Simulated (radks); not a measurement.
Q: Au8+, configuration [Xe] 4f13 5d4 (not the ground configuration). All-electron calculation, non-relativistic Kohn-Sham, PBE, spin-polarised, spherical densities, point nucleus; open shells are filled with parallel spins first (spin-orbit coupling, left out, can overturn this in heavy ions); relativity is left out, which matters for an element this heavy. Program: a radial shooting solver on a logarithmic mesh with Libxc functionals. Some entries of the table are withheld. Estimate them.

| orbital | occ. | eigenvalue (eV) | r(max) (bohr) |
|---|---|---|---|
| 1s up | 1 | -73219.79 | 0.01272 |
| 1s down | 1 | -73219.79 | 0.01272 |
| 2s up | 1 | -12342.89 | 0.06914 |
| 2s down | 1 | -12342.29 | 0.06914 |
| 2p up | 3 | -11871.75 | 0.05362 |
| 2p down | 3 | -11871.31 | 0.05362 |
| 3s up | 1 | -3003.346 | 0.1889 |
| 3s down | 1 | -3002.122 | 0.1889 |
| 3p up | 3 | -2781.383 | 0.1777 |
| 3p down | 3 | -2780.253 | 0.1777 |
| 3d up | 5 | -2367.394 | 0.1396 |
| 3d down | 5 | -2366.387 | 0.1396 |
| 4s up | 1 | -746.8271 | 0.4206 |
| 4s down | 1 | -745.1894 | 0.4207 |
| 4p up | 3 | -650.9622 | 0.4196 |
| 4p down | 3 | -649.2971 | 0.4197 |
| 4d up | 5 | -474.7968 | 0.4118 |
| 4d down | 5 | -473.0280 | 0.4120 |
| 4f up | 7 | -238.6969 | 0.3669 |
| 4f down | 6 | -236.7280 | 0.3672 |
| 5s up | 1 | (1) | 0.9150 |
| 5s down | 1 | (2) | 0.9117 |
| 5p up | 3 | (3) | 0.9601 |
| 5p down | 3 | (4) | 0.9564 |
| 5d up | 4 | -127.2627 | 1.083 |
| 5d down | 0 | -122.9927 | 1.080 |

A: 
(1) 5s up eigenvalue (eV): -214.4006
(2) 5s down eigenvalue (eV): -210.3503
(3) 5p up eigenvalue (eV): -181.7927
(4) 5p down eigenvalue (eV): -177.5947
